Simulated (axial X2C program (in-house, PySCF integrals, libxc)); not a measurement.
# Potential curves of GaO, two-component

Computed with an in-house relativistic program for diatomic molecules. Two-component (2c) means X2C with spin–orbit coupling and atomic mean-field two-electron Coulomb and Gaunt terms. Basis: Ga dyall-cv3z [9s9p7d4f1g], O dyall-av3z [7s6p3d2f] (cores contracted in-house); Gaussian nuclei, density fitting, unrestricted open shells. Masses: Ga 68.926 u, O 15.995 u.

State: Ω = 1/2 (⟨Sz⟩ = 0.50, ⟨Lz⟩ = 0.00 at PBE0). Energies in eV from the lowest point of each curve. Fits are polynomials in 1 − R0/R over 0.85 to 1.23 times the lowest point R0.

```csv
R (Å),PBE0,PBE
1.4825,0.9960,1.0706
1.5506,0.3945,0.4385
1.6018,0.1481,0.1726
1.6529,0.0282,0.0378
1.7040,0.0000,0.0000
1.7636,0.0484,0.0438
1.8233,0.1558,0.1527
1.9000,0.3469,0.3515
1.9937,0.6233,0.6400
2.1300,1.0542,1.0826
```

Occupations by symmetry block were frozen at the best pattern of an incomplete PBE0 search. Density functionals use the spin component along the axis (collinear).

(1) Fit the PBE0 curve near its minimum: give the equilibrium distance and the harmonic wavenumber.

(2) Fit the PBE curve near its minimum: give the equilibrium distance and the harmonic wavenumber.

Answers

(1) At PBE0, 2c: Re = 1.698 Å, ωe ≈ 737 cm⁻¹; Be follows as 0.451 cm⁻¹.

(2) At PBE, 2c: Re = 1.703 Å, ωe ≈ 753 cm⁻¹; Be follows as 0.448 cm⁻¹.
